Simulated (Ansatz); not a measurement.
Cost and result for the atomization energy of C$_{2}$H$_{5}$AlBCl (`C[B]1[CH2][Al]1[Cl]`) (10 atoms, 10 bonds).

```
atom   x (Å)   y (Å)   z (Å)
  C1  -1.085   1.393   0.074
  B2  -0.186   0.126   0.126
  C3   0.854  -0.460  -0.720
 Al4   0.359  -1.520   1.078
 Cl5   1.383  -3.304   1.502
  H6  -0.876   1.990  -0.819
  H7  -2.147   1.130   0.061
  H8  -0.931   2.031   0.948
  H9   1.446  -1.386  -0.595
 H10   1.184   0.000  -1.655
```

Charge 0, multiplicity 1. All single points use the PBE0-D4/def2-TZVP geometry. Program: Ansatz. All runs use 4 threads of a server CPU on a shared host. Times are those of one run each, without the atoms' runs, and a repeat can differ threefold. Electronic energies, without spin–orbit coupling; frozen cores. CCSD(T)/CBS adds CCSD(T) − MP2 in def2-TZVPP to the MP2 limit, and its time is that of the two runs behind it. T1 = 0.012. B3LYP takes the VWN-RPA correlation (the form of Gaussian; ORCA's B3LYP/G). HSE06 is the plane-wave form, built on full-range PBE exchange.

CCSD(T)/CBS is a level of theory with its own doubt, some kJ/mol a heavy atom from the limit and from the frozen cores, so smaller differences don't rank the functionals.

```
                            level  functions  wall time  atomization (kcal/mol)  difference from CCSD(T)/CBS  per bond
           LDA (SPW92)/def2-TZVPP        247      1.5 s                   999.4                        124.8      12.5
             revPBE-D4/def2-TZVPP        247      2.7 s                   876.0                          1.4       0.1
              BHLYP-D4/def2-TZVPP        247      3.6 s                   853.8                        -20.8      -2.1
              HSE06-D4/def2-TZVPP        247      3.9 s                   886.5                         11.9       1.2
                 CCSD(T)/def2-SVP        103      4.4 s                   836.4                        -38.2      -3.8
               PBE0-D4/def2-TZVPP        247      4.7 s                   885.7                         11.1       1.1
B3LYP-D4/def2-TZVPP (with forces)        247        6 s                   874.7                          0.1       0.0
            r2SCANh-D4/def2-TZVPP        247      6.5 s                   883.4                          8.8       0.9
              PBE-QIDH/def2-TZVPP        247      7.5 s                   879.3                          4.7       0.5
                B2PLYP/def2-TZVPP        247      8.5 s                   867.7                         -6.9      -0.7
                   MP2/def2-QZVPP        461       25 s                   884.6                         10.0       1.0
               CCSD(T)/def2-TZVPP        247    2.2 min                   854.3                        -20.3      -2.0
                CCSD(T)/CBS(def2)          –    2.6 min                   874.6                          0.0       0.0
```

From PBE to PBE0 (25 % exact exchange), in def2-TZVPP and without D4, the atomization energy moves by −11.6 kcal/mol: exact exchange takes away binding that semilocal exchange gives to molecules. The D4 term adds +7.6 kcal/mol with B3LYP and +4.0 kcal/mol with PBE0; it sums over pairs of atoms, weighted by their polarisabilities, and B3LYP, whose exchange is more repulsive, gets the larger term. Leaving LDA and LC-ωPBE aside and taking each functional with its dispersion term where it has one, the values, not all of them listed here, spread over 44.2 kcal/mol, from BHLYP-D4 to PBE-D4. LDA lies +106.2 kcal/mol from PBE without D4, its usual overbinding.
